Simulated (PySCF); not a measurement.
# Chlorine: a sound run and one with changed settings

Sound run: Cl⁺ [Ne] 3s2 3p4, Cl²⁺ [Ne] 3s2 3p3. All numbers are calculated (PySCF 2.14, the non-relativistic Hamiltonian (point nucleus), in cc-pV(D+d)Z). The sound run starts from symmetry-adapted Hartree-Fock orbitals and uses a fine grid where one is needed.

Changed run: 14 angular points. This setting is unsound on purpose.

```csv
species,method,sound run (hartree),changed run (hartree),converged
Cl⁺,UHF,-459.03729,-459.03729,yes
Cl⁺,PBE0,-459.51431,-459.51407,yes
Cl⁺,LDA,-458.15520,-458.15475,yes
Cl²⁺,UHF,-458.20817,-458.20817,yes
Cl²⁺,PBE0,-458.63861,-458.63861,yes
Cl²⁺,LDA,-457.27406,-457.27406,yes
```

Ionisation energy of Cl⁺:

```csv
method,sound run (eV),changed run (eV)
UHF,22.562,22.562
PBE0,23.829,23.823
LDA,23.977,23.965
```

A coarse angular grid integrates products of high-l functions wrongly, so density functionals can shift, and the SCF can exploit the error; Hartree-Fock and MP2 need no grid.

For comparison, NIST gives 23.814 eV between the lowest levels.
